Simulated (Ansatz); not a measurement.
Consider the cleavage of the B–Si bond: `O[SiH2]B(F)Cl` + H–F → `FB(F)Cl` + silanol.

Gas-phase electronic energies from Ansatz, PBE0-D4/def2-TZVP geometries. CCSD(T)/CBS adds triple-zeta CCSD(T) − MP2 to the extrapolated MP2 energy (def2 sets, frozen cores). This one scheme is used for every species. DFT in def2-TZVPP. One conformer a species, not always the lowest.

```
        species  PBE energy (Eh)
`O[SiH2]B(F)Cl`       -951.10213
            H–F       -100.39340
      `FB(F)Cl`       -684.59679
      `O[SiH3]`       -366.95617
```

Problem. Work out ΔE.

Solution. ΔE = (-684.59679) + (-366.95617) − (-951.10213) − (-100.39340) = -0.05743 Eh = -36.0 kcal/mol. CCSD(T)/CBS gives -37.2 kcal/mol.

Problem. What do rigid-rotor, harmonic-oscillator terms from PBE0-D4/def2-TZVP frequencies (298.15 K, 1 bar) make of the CCSD(T)/CBS value? (An estimate is asked.)

Solution. Ansatz gave: ΔZPE = +0.5 kcal/mol, ΔH = -37.8 kcal/mol, ΔS = 2 J/(mol·K), ΔG = -38.0 kcal/mol. Modes under 50 cm⁻¹ make the entropy rough.

Largest T1 diagnostic among the species: 0.013.

From PBE to PBE0 (25 % exact exchange), in def2-TZVPP and without D4, ΔE moves by −1.5 kcal/mol. At CCSD(T), def2-SVP lies −7.9 kcal/mol from the extrapolated value and def2-TZVPP −1.7 kcal/mol. Leaving LDA and LC-ωPBE aside and taking each functional with its dispersion term where it has one, the values, not all of them listed here, spread over 6.9 kcal/mol, from B97M-V to revPBE-D4.
